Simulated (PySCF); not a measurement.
NMR data simulated for an unnamed compound:

¹H NMR (400 MHz, computed): δ 7.49 (m, 1H), 7.14 (m, 1H), 6.35 (br, 1H), 6.16 (d, 1H), 4.65 (m, 1H), 4.63 (m, 1H), 3.34 (d, 1H).

¹³C{¹H} NMR (computed): δ 163.1 (C), 141.8 (CH), 137.1 (CH), 132.6 (CH), 100.0 (CH), 96.9 (CH2), 86.5 (C).

PySCF calculation with shieldings: GIAO PBE0/pcSseg-1 and structure optimised with GFN2-xTB; no solvent, non-relativistic Hamiltonian, one conformer.

δ = σ(ref) − σ, references computed at the same level: TMS for ¹H (31.72 ppm), ¹³C (186.93 ppm).

Question: Which of these does the molecule contain: a C≡C triple bond, an NH or NH2 group, a heteroaromatic ring, a benzene ring, a non-aromatic C=C double bond, an S-methyl group?

Answer: 
- A C≡C triple bond: yes (δC 100.0, 86.5; δH 3.34 (d)).
- An NH or NH2 group: yes (δH 6.35 (br)).
- A heteroaromatic ring: no.
- A benzene ring: no.
- A non-aromatic C=C double bond: yes.
- An S-methyl group: no.

The data belong to `C#C/C=C/C(=O)NC=C`, C7H7NO; they needn't prove each group on their own.

Carbon signals by region: 1 in the far downfield region (above 160 ppm), 4 in the sp2 and nitrile region (100–160 ppm), 2 at 50–100 ppm. Above 160 ppm: 163.1, amide carbonyl carbon.

OH and NH positions are those of a molecule without intermolecular hydrogen bonds; in solution they move with solvent, concentration and temperature, and exchange usually removes their couplings. Amide-type NH protons are broadened by 14N but still split neighbouring CH signals. Shifts are as computed. Against solution values, carbons near 30 ppm lie about +3 ppm off and those near 130 ppm about +5 ppm. Of 1211 compounds with measured shifts, 218 miss one by over three times the rms of a fit or turn the order of signals round; such compounds aren't used in these exercises. The C=O carbon of an acid or of an amide with N–H lies up to 10 ppm further downfield in solution, through hydrogen bonding that the calculation lacks. No couplings were computed; multiplicities are counted from neighbouring protons, with m where these are inequivalent, close in shift, in a saturated or five-membered ring or joined by F or P, and br s for small geminal =CH2 splittings.
